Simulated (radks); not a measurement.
Results of a calculation; reference values are marked as such.
Pb32+, 50 electrons, occupied as [Kr] 4d10 4f4. Code: a radial shooting solver on a logarithmic mesh with Libxc functionals. Model: non-relativistic Kohn-Sham, LDA (Slater exchange, Perdew-Wang correlation), spin-unpolarised, spherical densities, point nucleus; relativity is left out, which matters for an element this heavy.

Normalised radial functions P(r) = r R(r), r in bohr:

r             4f
0.001611  0.0000
0.002327  0.0000
0.003336  0.0000
0.004819  0.0000
0.006908  0.0000
0.009981  0.0002
0.01431   0.0007
0.02067   0.0028
0.02963   0.0100
0.0428    0.0340
0.06135   0.1031
0.08864   0.2822
0.1271    0.6425
0.1821    1.1868
0.2631    1.6799
0.3771    1.6564
0.5449    1.0180
0.781     0.3327
1.128     0.0404

4f: eigenvalue -1203.6 eV, 0 radial nodes, <r> = 0.370 bohr, 90 % of the charge inside 0.558 bohr.
